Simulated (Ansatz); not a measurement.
Frontier orbitals of C$_{6}$H$_{13}$NO (`CCCCNC(C)=O`).

```tsv
atom	x (Å)	y (Å)	z (Å)
C1	-1.038	-2.744	-1.714
C2	0.076	-2.130	-0.884
C3	-0.126	-0.646	-0.632
C4	0.992	-0.041	0.203
N5	0.810	1.364	0.476
C6	0.092	1.798	1.542
C7	-0.072	3.293	1.654
O8	-0.383	1.037	2.363
H9	-1.111	-2.263	-2.693
H10	-2.005	-2.630	-1.217
H11	-0.873	-3.811	-1.879
H12	1.038	-2.287	-1.386
H13	0.148	-2.650	0.078
H14	-0.197	-0.114	-1.588
H15	-1.074	-0.482	-0.109
H16	1.956	-0.174	-0.297
H17	1.046	-0.551	1.167
H18	1.114	2.037	-0.205
H19	0.458	3.853	0.882
H20	-1.136	3.530	1.601
H21	0.284	3.608	2.635
```

Charge 0, multiplicity 1. Geometry: relaxed with PBE0-D4/def2-TZVP. It is one conformer, not always the lowest. Basis def2-TZVPP, the Gaussian-basis code of Ansatz.

Orbital energies of one run (eV). Highest occupied ones, from the top: -5.73, -6.16, -7.75, -8.16, -8.32, -8.50, -8.96, -9.44, -9.56, -9.88, -10.11, -10.63, -11.28, -11.45. Empty: -0.45, -0.11, 0.42, 1.00, 1.20, 1.51.

**Question.** Which functional gave them?
A. B3LYP
B. HSE06 (plane-wave form)
C. PBE0
D. LDA (SPW92)

**Answer.** D. HOMO energies: LDA (SPW92) -5.73, B3LYP -6.90, HSE06 -6.73, PBE0 -7.14 eV.

B3LYP here is the variant with VWN-RPA as its local correlation; programs differ in this.
